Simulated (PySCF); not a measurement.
CH6AlFOSi.

```xyz
11

Al    -0.3252     0.0707    -0.0258
F     -1.9528     0.3281    -0.3056
O      0.4916    -1.0678    -0.9660
C      0.2996    -1.9768    -2.0121
H      0.5572    -3.0000    -1.6850
H     -0.7435    -1.9895    -2.3785
H      0.9559    -1.7266    -2.8648
Si     0.8554     1.3184     1.6883
H      0.9981     2.7509     1.2844
H      2.2201     0.7565     1.9116
H      0.1089     1.2830     2.9822
```

The structure is a stationary point at B3LYP-D3(BJ)/def2-SVP. The structure was generated by enumeration; whether it is a known compound was not checked. One conformer was computed; it need not be the lowest.

Method: KT2/pcSseg-1 run with PySCF. Non-relativistic, no solvent.

Q: Give the absolute GIAO shielding of each atom: isotropic value and principal components (ppm). (Estimate from the structure and the level; the computed values follow.)

A: 
```csv
atom,σ(iso),σ11,σ22,σ33,span
Al1,452.5,399.4,436.9,521.2,121.8
F2,283.1,157.9,284.4,407.0,249.2
O3,264.0,183.6,294.9,313.7,130.1
C4,126.0,93.3,102.6,182.1,88.8
H5,27.1,23.0,24.7,33.7,10.7
H6,26.7,22.4,24.7,33.1,10.8
H7,27.1,23.0,24.7,33.7,10.7
Si8,498.1,485.4,495.0,513.8,28.4
H9,28.1,25.1,25.8,33.4,8.3
H10,28.1,24.8,26.2,33.4,8.6
H11,28.1,25.0,25.8,33.5,8.4
```
